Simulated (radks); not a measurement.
Spherical quantum dot in the effective-mass picture: electrons in a hard-walled sphere of radius 3.3, all in effective atomic units (hartree* = m*/eps^2 hartree, bohr* = eps/m* bohr), one dielectric constant everywhere. Method: non-relativistic Kohn-Sham, LDA (Slater exchange, Perdew-Wang correlation), spin-polarised, spherical densities; computed with a radial shooting solver with Libxc functionals. Levels are named by radial order and angular momentum (1s, 1p, 1d, 2s, ...), and open shells are averaged over m. Results are scaled to m* = 0.164 and eps = 11.9, for which hartree* = 31.51 meV and bohr* = 3.84 nm.

N = 31, configuration 1s2 1p6 1d10 1f(up 7, down 6). This is the lowest configuration that the search found. Occupied and some empty levels:

level,occupation,eigenvalue (meV),<r> (nm)
1s up,1,388.62,8.685
1s down,1,388.95,8.678
1p up,3,395.87,8.991
1p down,3,396.22,8.987
1d up,5,408.53,9.254
1d down,5,408.89,9.253
1f up,7,425.97,9.476
1f down,6,426.34,9.476
2s up,0,440.52,5.625
2s down,0,440.64,5.625
1g up,0,447.79,9.665
1g down,0,448.17,9.665
2p up,0,465.47,6.603
2p down,0,465.64,6.601
2d up,0,495.09,7.221
2d down,0,495.29,7.219

Energy (meV): total 7131.08, kinetic 1850.1, external 0, Hartree 5815.6, exchange-correlation -534.62.
